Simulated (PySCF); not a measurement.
# A search over the determinants of InGe

Unrestricted PBE0; basis In def2-SVP with ECP28, Ge def2-SVP; scalar-relativistic core potentials; PySCF 2.14. Outer shells of the fragments: In 4d10 5s2 5p1; Ge 3d10 4s2 4p2.

Followed along the bond (rough minima from three points):

```
2Ms+1   unpaired  ⟨S²⟩ at the start  R at minimum (Å)  Te (eV)
    4  σ ↑, π ↑↑               3.75              2.67     0.00
    2  σ ↓, π ↑↑               1.77              2.66     0.38
    2  σ ↑, π ↑↓               1.76              2.67     0.42
    2        σ ↑               0.76              2.68     1.08
    2        π ↑               0.75  none in the scan   ≤ 0.86
```

Solutions found at the starting distance of 2.550 Å, counted from the lowest of them; the search is not exhaustive and high or unbound solutions are not listed, so other states can lie among these:

```csv
2Ms+1,unpaired,term,E (eV),⟨S²⟩,⟨Lz²⟩,μ (D)
4,"σ ↑, π ↑↑",⁴Σ⁻,0.00,3.75,0.00,-1.65
2,"σ ↓, π ↑↑",mixed,0.37,1.77,0.00,-1.64
2,"σ ↑, π ↑↓",mixed,0.42,1.76,2.01,-1.50
2,σ ↑,mixed,1.09,0.76,2.00,-1.04
2,π ↑,²Π,1.16,0.75,1.00,0.13
2,π ↑,²Π,1.17,0.78,1.01,-2.26
4,π ↑↑↑,⁴Π,2.43,3.76,1.00,-0.37
4,"σ ↑, π ↑↑",mixed,2.64,3.76,2.01,1.85
```

A term symbol is given only where ⟨S²⟩ and ⟨Lz²⟩ are close to those of a pure state; real π, δ and φ orbitals otherwise mix terms. A positive dipole means In(−)Ge(+).

Spin–orbit coupling is left out.
